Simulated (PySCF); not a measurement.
# Converging BeO in the basis (MP2)

PySCF, RHF reference; singlet, unpaired electrons none; De to Be + O without counterpoise correction. Frozen cores follow the default of each basis and core potential.

```csv
basis,relativity,functions,Re (Å),ωe (cm⁻¹),De (eV),frozen orbitals
x2c-SVPall,spin-free X2C,23,1.375,1348,4.43,1
"6-31G(d,p)",no relativity,28,1.358,1374,4.75,1
x2c-TZVPPall,spin-free X2C,50,1.355,1383,4.91,1
```

Problem. How does each smaller set differ from the one with most functions, x2c-TZVPPall?

Solution. x2c-SVPall: +2.0 pm, -2.5 % in ωe, -0.48 eV in De; 6-31G(d,p): +0.3 pm, -0.7 % in ωe, -0.16 eV in De. All at MP2; the set with most functions is neither the basis-set limit nor always the best. The rows treat relativity differently, so the differences are not basis effects alone.

Measured (Huber and Herzberg, Constants of Diatomic Molecules (1979)): Re = 1.3309 Å, ωe = 1487.32 cm⁻¹. Correlated steps freeze 1 core orbital. Correlated levels converge slowly with the basis: in double zeta they bind strong bonds too weakly, by up to about 1 eV, and carry superposition errors of some tenths. Where the molecule has an RHF reference, its open-shell atoms are computed with UHF.
